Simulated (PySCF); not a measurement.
NMR problem set

Theoretical values (PySCF 2.14): NMR shieldings at PBE0/pcSseg-1/GIAO, structure optimised with GFN2-xTB, J couplings at B3LYP/pcJ-1 (spin–dipole term left out of most H,H and C,H couplings). Non-relativistic Hamiltonian, isolated molecule, single conformer, equivalent nuclei averaged.

Shifts are taken against calculated references (same method and geometry level): TMS for ¹H (31.72 ppm) and ¹³C (186.93 ppm). Multiplet labels drop J under 1 Hz and among equivalent protons, and merge close values. Unscaled 3J(H,H) run several per cent high. Where no couplings were computed, multiplicities follow the n + 1 count of equivalent neighbours, and m marks all less simple cases (inequivalent or close neighbours, rings, F or P nearby). Vicinal couplings that depend on rotamer populations or ring flexing (ring, CH–CH, X–H and H–F types) are those of the one conformer. Acid and N–H amide carbonyl carbons lie up to 10 ppm further downfield in solution (hydrogen bonding). Shifts are as computed. Against solution values, carbons near 30 ppm lie about +3 ppm off and those near 130 ppm about +5 ppm. Of 1211 compounds with measured shifts, 218 miss one by over three times the rms of a fit or turn the order of signals round; such compounds aren't used in these exercises. Groups on amide-type nitrogens are kept apart (slow C–N rotation). OH and NH positions are gas-phase values without hydrogen bonding to other molecules.

Question: C5H7NO2. ¹H NMR (300 MHz, computed): δ 10.69 (br s, 1H), 6.15 (br s, 1H), 3.76 (m, 1H), 3.00 (m, 1H), 2.98 (m, 1H), 2.98 (m, 1H), 2.83 (m, 1H). ¹³C{¹H} NMR (computed): δ 181.3 (C), 178.6 (C), 46.0 (CH2), 43.2 (CH2), 28.2 (CH). What is it?

Answer: `N=C1CC(C(=O)O)C1`. Rings plus π bonds: 3 (1 ring in the answer). 5 carbon signals for 5 carbons: no two carbons are equivalent. Carbon types of the structure: 2 × C, 1 × CH, 2 × CH2, leaving 2 H on heteroatoms. δC 181.3: carboxylic acid carbon; lone-pair donation from the attached heteroatom keeps it upfield of a ketone carbonyl. δC 178.6: C=N carbon. δC 28.2: sp3 CH α to a carbonyl; α to the electron-withdrawing carbonyl group. δH 10.69: hydrogen on an imine nitrogen; labile proton, position sensitive to the medium.

The shifts were computed for this structure.

Question: C5H7NO2. ¹H NMR (500 MHz, computed): δ 6.32 (d, 1H), 5.55 (m, 1H), 4.78 (br, 1H), 4.72 (m, 1H), 4.66 (br, 1H), 4.43 (m, 1H), 3.65 (m, 1H). ¹³C{¹H} NMR (computed): δ 171.9 (C), 156.4 (CH), 101.1 (CH), 72.4 (CH2), 51.3 (CH). Give a structure.

Answer: SMILES NC(=O)[C@@H]1C=COC1. The formula gives 3 degrees of unsaturation (1 ring in the answer). 5 carbon signals for 5 carbons: no two carbons are equivalent. Carbon types of the structure: 1 × C, 3 × CH, 1 × CH2, leaving 2 H on heteroatoms. δC 171.9: amide carbonyl carbon; lone-pair donation from the attached heteroatom keeps it upfield of a ketone carbonyl. δC 156.4: alkene carbon bearing oxygen; an sp2 carbon further deshielded by the attached heteroatom. δC 101.1: β carbon of an enol-ether or enamine type C=C; the O or N lone pair pushes π density onto this β carbon and shields it. δC 72.4: sp3 CH2 bonded to O; deshielded by the electronegative neighbour.

This is the structure that produced the data.

Question: C3H2O2. ¹H NMR (600 MHz, computed): δ 6.38 (br s, 1H), 2.36 (s, 1H). ¹³C{¹H} NMR (computed): δ 157.2, 84.6, 77.9. Identify the compound.

Answer: `C#CC(=O)O`. The formula gives 3 degrees of unsaturation (no ring in the answer). 3 carbon signals for 3 carbons: no two carbons are equivalent. Carbon types of the structure: 2 × C, 1 × CH, leaving 1 H on heteroatoms. δC 157.2: carboxylic acid carbon; it is a carbonyl in resonance with an O or N lone pair, the region of acids, esters and amides. δC 84.6: terminal alkyne carbon; sp carbons lie upfield of alkene carbons because the cylindrical π system leaves one tensor component strongly shielded. δC 77.9: alkyne carbon; the triple bond shields along its axis, which puts it between sp3 and sp2 carbons. δH 6.38: hydrogen on an acid hydroxyl oxygen; labile proton, position sensitive to the medium.

This is the structure that produced the data.
